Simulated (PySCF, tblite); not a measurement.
Isomers of C3H4FN2S (doublet state), one GFN2-xTB conformer each. Single-point energies are computed at B3LYP/pcH-1 (PySCF, gas phase, no added dispersion term), electronic only. GFN2-xTB treats the open shell by occupation alone, and not every SCF solution was tested for stability.

Question: Rank them by B3LYP/pcH-1 energy, lowest first (kJ/mol).
A. `[F:1][CH2:2][C:3]1=[N:4][S:5][NH:6][CH:7]1` (doublet state) with F1–C2–C3–N4 173°
B. `[F:1][CH2:2][C@H:3]1[CH:4]=[N:5][S:6][N:7]1` (doublet state) with F1–C2–C3–C4 69°

Answer: A (0.0), B (30.2).

As drawn, the lower has an N–H bond, which the higher lacks. GFN2-xTB itself gives, in the same order: 0.0, 32.5. Both levels put the same isomer lowest.

Q: What happens when harmonic zero-point energies from GFN2-xTB frequencies are added?

A: 
```tsv
SMILES	ZPE (kJ/mol)	electronic (kJ/mol)	with ZPE (kJ/mol)
FCC1=NSN[CH]1	186.7	0.0	0.0
FC[C@H]1C=NS[N]1	187.9	30.2	31.3
```

The zero-point energies span 1.2 kJ/mol. The order is unchanged.

Q: As an exercise, what shares would exp(−E/RT) give at 2000 K from these electronic energies alone (no entropy, no degeneracies)?

A: RT = 16.629 kJ/mol: FCC1=NSN[CH]1 86.0 %, FC[C@H]1C=NS[N]1 14.0 %.
